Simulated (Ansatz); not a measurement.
Consider the adduct formation: `[CH3][Ga]([CH3])[F]` + H₂O → `[CH3][Ga-]([CH3])([OH2+])[F]`.

Program: Ansatz. Geometries: PBE0-D4/def2-TZVP. ΔE: electronic, gas phase. CCSD(T)/CBS adds triple-zeta CCSD(T) − MP2 to the extrapolated MP2 energy (def2 sets, frozen cores). This one scheme is used for every species. DFT in def2-TZVPP. HSE06 is defined as in plane-wave codes. For Ga outer-core shells are correlated without core-valence functions, which leaves a few kJ/mol of doubt a bond. Scalar relativity is left out up to krypton. One conformer a species, not always the lowest.

```csv
level,ΔE (kcal/mol)
HSE06-D4,-16.6
MP2/def2-SVP,-22.5
```

(1) What does CCSD(T)/CBS give? (Best estimate.)

Largest T1 diagnostic among the species: 0.012.

Answers

(1) The calculation gave: -16.2 kcal/mol. The listed levels differ from it by -0.4, -6.3 kcal/mol.

Leaving LDA and LC-ωPBE aside and taking each functional with its dispersion term where it has one, the values, not all of them listed here, spread over 3.4 kcal/mol, from r2SCAN0-D4 to BLYP-D4. LDA lies −8.0 kcal/mol from PBE without D4. In def2-TZVPP, CCSD(T) changes the Hartree–Fock value by −5.2 kcal/mol (the triples alone add −0.7 kcal/mol) and MP2 by −5.1 kcal/mol. From BLYP to BHLYP (50 % exact exchange), in def2-TZVPP and without D4, ΔE moves by −3.7 kcal/mol.

CCSD(T)/CBS has its own doubt, a few kJ/mol and more with outer-core shells, so smaller differences from it don't rank the levels.
